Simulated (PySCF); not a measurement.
These are CAM-B3LYP-D3(BJ)/def2-TZVP in PySCF 2.14.0 values and carry that method's errors. All species are isolated molecules in the gas phase. Delta-SCF ions had no search for a lower state. Excitations are Tamm–Dancoff values on a coarser integration grid. The basis has no diffuse functions, so Rydberg states are missing or too high.

Reference species (SMILES): `[NH2][Ga]([Br])[Br]` (neutral, multiplicity 1).

The HOMO is -9.40 eV, the vertical ionisation energy (Delta-SCF) is 10.21 eV and the S1 excitation (TDA) is 5.64 eV. The S1–T1 gap (TDA) is 0.45 eV.

Changed species: `[Br][Ga]([Br])[Br]` (0 of 3 Br replaced by NH2; the reference has 1 of 3 Br replaced by NH2).

Problem. Predict the effect on the HOMO, vertical ionisation energy (Delta-SCF), S1 excitation (TDA) and S1–T1 gap (TDA).

Solution. the HOMO decreases by 0.62 eV, to -10.02 eV; the vertical ionisation energy (Delta-SCF) rises by 0.73 eV, to 10.94 eV; the S1 excitation (TDA) decreases by 0.21 eV, to 5.43 eV; the S1–T1 gap (TDA) decreases by 0.06 eV, to 0.39 eV.
